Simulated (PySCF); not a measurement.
PySCF job for WCl3, SMILES [Cl][W]([Cl])[Cl] (connectivity only; charge and spin as stated), neutral, multiplicity 4, PBE-D3(BJ)/def2-SVP. Geometry: PBE-D3(BJ)/def2-SVP. The multiplicity is an assumed one; other spin states were not compared. The def2 effective core potentials stand for the cores of W; spin–orbit coupling is left out.

```python
import numpy as np
from pyscf import gto, scf, dft, df
from pyscf.hessian import thermo

mol = gto.M(
    atom='''
    W     0.00000000    0.00000000    0.00000000
    Cl    2.27681480    0.00000000    0.00000000
    Cl   -1.13840740   -1.97177946    0.00000000
    Cl   -1.13840740    1.97177946    0.00000000
    ''',
    basis='def2-SVP',
    ecp={'W': 'def2-svp'},
    charge=0,
    spin=3,
    max_memory=1600,
    verbose=3,
)
mf = dft.UKS(mol, xc='pbe').density_fit(auxbasis='def2-universal-jkfit')
mf.disp = 'd3bj'
mf.grids.level = 3
mf.conv_tol = 1e-11
mf.max_cycle = 100
mf.kernel()
fine, coarse = mf.grids, dft.Grids(mol).set(level=1).build(with_non0tab=True)
for _ in range(3):  # follow internal instabilities
    mf.grids = coarse
    mo, _, stable, _ = mf.stability(return_status=True, nroots=4)
    mf.grids = fine
    if stable:
        break
    mf.kernel(mf.make_rdm1(mo, mf.mo_occ))

# [left out here: the lines that compute and print the analytic Hessian (its translational invariance restored by hand, since the grid's response is missing), thermochemistry and intensities]
```

Program output:

```

WARN: HOMO -0.365035928959462 >= LUMO -0.38734055082903

converged SCF energy = -1446.84694448949  <S^2> = 3.7626472  2S+1 = 4.0063186
<class 'pyscf.df.df_jk.DFUKS'> wavefunction is stable in the internal stability analysis

WARN: DFTD3 does not support analytical Hessian, using finite difference


WARN: Mole.unit (angstrom) is changed to Bohr

Mode                                 0                   1                   2
Irrep
Freq [cm^-1]                       76.5240             93.1945             93.2155
Reduced mass [au]                  50.3419             39.3424             39.3426
Force const [Dyne/A]                0.1737              0.2013              0.2014
Char temp [K]                     110.1010            134.0862            134.1163
Normal mode                   x     y     z       x     y     z       x     y     z
       0   W                 0.00  0.00  0.04   -0.00 -0.03  0.00   -0.03  0.00  0.00
       1  Cl                 0.00 -0.00 -0.08   -0.00  0.12 -0.00   -0.03 -0.00 -0.00
       2  Cl                 0.00 -0.00 -0.08   -0.07  0.00 -0.00    0.09 -0.07 -0.00
       3  Cl                -0.00 -0.00 -0.08    0.07  0.01 -0.00    0.08  0.07 -0.00
Mode                                 3                   4                   5
Irrep
Freq [cm^-1]                      380.9799            404.7948            404.7951
Reduced mass [au]                  35.4500             44.1402             44.1400
Force const [Dyne/A]                3.0316              4.2614              4.2614
Char temp [K]                     548.1452            582.4095            582.4100
Normal mode                   x     y     z       x     y     z       x     y     z
       0   W                -0.00 -0.00  0.00    0.00  0.04  0.00    0.04 -0.00  0.00
       1  Cl                -0.10  0.00 -0.00   -0.01 -0.01 -0.00   -0.12  0.00 -0.00
       2  Cl                 0.05  0.08 -0.00   -0.05 -0.10 -0.00   -0.03 -0.04 -0.00
       3  Cl                 0.05 -0.08 -0.00    0.04 -0.09 -0.00   -0.04  0.06 -0.00
temperature 298.1500 [K]
pressure 101325.00 [Pa]
Rotational constants [GHz] 1.83339 1.83339 0.91669
Symmetry number 6
Zero-point energy (ZPE) 0.00331 [Eh]   8693.883 [J/mol]
                           tot       elec      trans        rot        vib
Entropy [J/mol/K]       356.520     11.526    179.467    106.586     58.940
Cv [J/mol/K]             68.052      0.000     12.472     12.472     43.108
Cp [J/mol/K]             76.366      0.000     20.786     12.472     43.108
Internal energy [J/mol]                      3718.434   3718.434  17131.572
Internal energy [Eh]   -1446.83759  -1446.84694
Enthalpy [J/mol]                             6197.391   3718.434  17131.572
Enthalpy [Eh]          -1446.83664
Gibbs free energy [J/mol]                  -47310.691 -28060.281   -441.464
Gibbs free energy [Eh] -1446.87713
mode   freq/cm-1   IR/(km/mol)
   1       76.52         1.451
   2       93.19         0.045
   3       93.22         0.045
   4      380.98         0.000
   5      404.79        56.919
   6      404.80        56.915
max |gradient| / (hartree/bohr): 9.119509963057676e-05
APT charges: [ 1.2058 -0.4019 -0.4019 -0.4019]
```

Self-consistency was reached.

Cost: around 3 core-minutes (rough).
